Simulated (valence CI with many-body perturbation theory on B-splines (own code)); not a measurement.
E1 line list for Os⁴³⁺

Calculated by configuration interaction combined with many-body perturbation theory (CI+MBPT): five valence electrons over a frozen Dirac-Fock core [Ar] 3d10, radial functions for each j: 9 s, 9 p, 8 d, 6 f, 3 g, 1 h, with the one-electron correlation potential Σ1, the two-electron term Σ2, the three-electron term Σ3, Breit, model QED; selected CI, second order for the rest (own B-spline code, finite nucleus).

The last digits are not significant, and no measured levels were compared; by estimate large intervals hold to a few tenths of a per cent, small ones and those within an open d or f shell to about a per cent. Among the levels kept, up to 270 cm⁻¹ of a level comes from second order outside the variational space, and about a tenth of that is noise between levels of different J, which matters for small intervals.

Lines 201 to 212 of 212 in falling wavelength, among levels below 30.520 Ry, chosen from the strongest by gf and those to the six lowest levels. Wavelengths and rates use the calculated energies. Electric multipoles are in the length gauge, E1 and E2 with the static RPA response of the core. Weak lines are less certain than strong ones. Lines between different terms over intervals too small for the method are left out, as are lines whose strength nearly cancels. The highest levels of a list are the least certain.

Levels are named by their leading jj configuration (3d3/2^4 stands for four electrons in 3d with j = 3/2), which in mixed levels can hold well under half, so a name can repeat and another be missing. Letters in brackets count levels of one name in rising energy.

| λ vac (Å) | Upper | Lower | A (s⁻¹) | log gf | Branch % |
| --- | --- | --- | --- | --- | --- |
| 39.94 | (4s^2 4p3/2^2 4d5/2) J=5/2 | (4s^2 4p1/2 4p3/2^2) J=3/2 | 1.59e+08 | -3.64 | 9.2 |
| 39.92 | (4s^2 4p1/2 4p3/2 4d5/2) J=1/2 | (4s^2 4p1/2^2 4p3/2) J=3/2 | 2.04e+10 | -2.01 | 4.4 |
| 38.66 | (4s 4p1/2 4p3/2^3) J=3/2 [a] | (4s^2 4p1/2^2 4p3/2) J=3/2 | 1.51e+08 | -3.87 | 0.0 |
| 37.78 | (4s 4p1/2 4p3/2^3) J=5/2 | (4s^2 4p1/2^2 4p3/2) J=3/2 | 4.90e+09 | -2.20 | 0.7 |
| 36.61 | (4s 4p1/2 4p3/2^3) J=1/2 | (4s^2 4p1/2^2 4p3/2) J=3/2 | 1.26e+10 | -2.29 | 1.0 |
| 36.56 | (4s 4p1/2 4p3/2^3) J=3/2 [b] | (4s^2 4p1/2^2 4p3/2) J=3/2 | 1.65e+09 | -2.88 | 0.1 |
| 31.98 | (4s^2 4p3/2^2 4d3/2) J=3/2 [a] | (4s^2 4p1/2^2 4p3/2) J=3/2 | 1.64e+07 | -5.00 | 0.0 |
| 31.92 | (4s^2 4p3/2^2 4d3/2) J=1/2 | (4s^2 4p1/2^2 4p3/2) J=3/2 | 1.58e+06 | -6.32 | 0.0 |
| 31.91 | (4s^2 4p3/2^2 4d3/2) J=5/2 | (4s^2 4p1/2^2 4p3/2) J=3/2 | 2.35e+07 | -4.67 | 0.0 |
| 31.05 | (4s^2 4p3/2^2 4d3/2) J=3/2 [b] | (4s^2 4p1/2^2 4p3/2) J=3/2 | 2.20e+08 | -3.90 | 0.0 |
| 30.86 | (4s^2 4p3/2^2 4d5/2) J=1/2 | (4s^2 4p1/2^2 4p3/2) J=3/2 | 8.66e+08 | -3.61 | 2.0 |
| 29.95 | (4s^2 4p3/2^2 4d5/2) J=5/2 | (4s^2 4p1/2^2 4p3/2) J=3/2 | 1.39e+09 | -2.95 | 80.2 |

(1) How does gf follow from A for the line at 39.94 Å?

Answers

(1) gf = 1.4992 × (2J+1)_upper × A / σ², with σ = 2503550 cm⁻¹ and 2J+1 = 6: gf = 0.000228.
